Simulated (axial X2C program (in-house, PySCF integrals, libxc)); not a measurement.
Worked dissociation energy of GaAs: TPSS, spin-free

Calculated with an in-house relativistic program for diatomic molecules. Spin-free means the one-electron spin-free X2C Hamiltonian. Basis: As dyall-cv3z [9s9p6d4f1g], Ga dyall-cv3z [9s9p7d4f1g] (cores contracted in-house); Gaussian nuclei, density fitting, unrestricted open shells. Masses: As 74.922 u, Ga 68.926 u.

Molecular state: M_S = 1, Λ = 0 (beyond evenly filled blocks: π+α, π-α).

```
E(As) (2M_S = 3, M_L = 0) : -2260.740384 hartree
E(Ga) (2M_S = 1, M_L = 0) : -1943.880707 hartree
E(GaAs) at Re             : -4204.697132 hartree
ωe                        : 205.5 cm⁻¹
ωexe                      : 0.523 cm⁻¹
```

Task: Work out De and D0.

Result: De = -2260.740384 + (-1943.880707) − (-4204.697132) = 0.07604 hartree = 2.069 eV. The zero-point energy is ωe/2 − ωexe/4 = 103 cm⁻¹ = 0.013 eV, so D0 = 2.056 eV.

The state is a single determinant with fixed occupations, the lowest that a limited PBE0 search found. De is counted from the lowest determinant-based energies of the atoms at the same level, without counterpoise correction. Other states lie close and PBE0, whose exact exchange favours high spin, may order them wrongly; the determinant shown need not be the ground state. The nearest other spin-free determinant of the search, M_S = 1, Λ = 1, lies 0.37 eV up at the distance of the search. At some level and bond length an empty orbital lies below a filled one. Spin-free De lacks the spin–orbit lowering of the heavy p-block atom, a tenth of an eV or more for 4p and 5p, up to an eV for 6p and one to two eV for 7p atoms, less what an open-shell molecule gains itself.

Each atomic determinant is the lowest at this level and need not be a pure term. Totals compare only within one Hamiltonian and basis.
